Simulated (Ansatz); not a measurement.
Reaction (cleavage of the Si–Si bond): `O[SiH](F)[SiH2]F` + HI → `O[SiH](F)I` + `F[SiH3]`

Calculated with Ansatz (gas phase, PBE0-D4/def2-TZVP geometries, no zero-point term in ΔE). CCSD(T)/CBS adds triple-zeta CCSD(T) − MP2 to the extrapolated MP2 energy (def2 sets, frozen cores). This one scheme is used for every species. Functionals use def2-TZVPP. def2 core potentials past Kr. For I outer-core shells are correlated without core-valence functions, which leaves a few kJ/mol of doubt a bond. Each species was taken in one conformer, which may not be the lowest.

`O[SiH](F)[SiH2]F`:

Cartesian coordinates in Å:
```
O -0.510 1.950 0.086
Si -0.149 0.650 -0.837
F -1.422 0.187 -1.689
Si 0.483 -1.148 0.551
F -0.390 -0.997 1.899
H -1.015 1.812 0.890
H 0.881 1.100 -1.799
H 0.205 -2.486 -0.031
H 1.917 -1.069 0.932
```

HI:

Z-matrix (Å, degrees):
```
I
H 1 1.610
```

`O[SiH](F)I`:

Z-matrix (Å, degrees):
```
Si
F 1 1.588
I 1 2.429 2 106.5
O 1 1.620 2 111.1 3 121.3
H 1 1.468 2 108.7 3 -120.2
H 4 0.959 1 119.6 2 -76.3
```

`F[SiH3]`:

Cartesian coordinates in Å:
```
F -0.893 1.099 -0.653
Si 0.023 -0.028 0.017
H -0.690 -0.566 1.199
H 1.306 0.593 0.421
H 0.254 -1.097 -0.983
```

```json
{"level": "ωB97M-V", "ΔE (kJ/mol)": "-113.6"}
{"level": "r2SCAN", "ΔE (kJ/mol)": "-110.1"}
{"level": "r2SCAN0", "ΔE (kJ/mol)": "-114.0"}
{"level": "BHLYP", "ΔE (kJ/mol)": "-112.4"}
{"level": "CCSD/def2-TZVPP", "ΔE (kJ/mol)": "-108.2"}
{"level": "CCSD(T)/def2-TZVPP", "ΔE (kJ/mol)": "-108.1"}
{"level": "HF/def2-QZVPP", "ΔE (kJ/mol)": "-121.2"}
{"level": "MP2/CBS(def2)", "ΔE (kJ/mol)": "-129.7"}
```

Question: What does CCSD(T)/CBS give? (Best estimate.)

Answer: The calculation gave: -114.3 kJ/mol. The listed levels differ from it by 0.7, 4.2, 0.3, 1.9, 6.1, 6.2, -6.9, -15.4 kJ/mol.

Largest T1 diagnostic among the species: 0.012.

From r2SCAN to r2SCAN0 (25 % exact exchange), in def2-TZVPP and without D4, ΔE moves by −3.9 kJ/mol. Leaving LDA and LC-ωPBE aside and taking each functional with its dispersion term where it has one, the values, not all of them listed here, spread over 17.3 kJ/mol, from PBE-QIDH to PBE-D4.
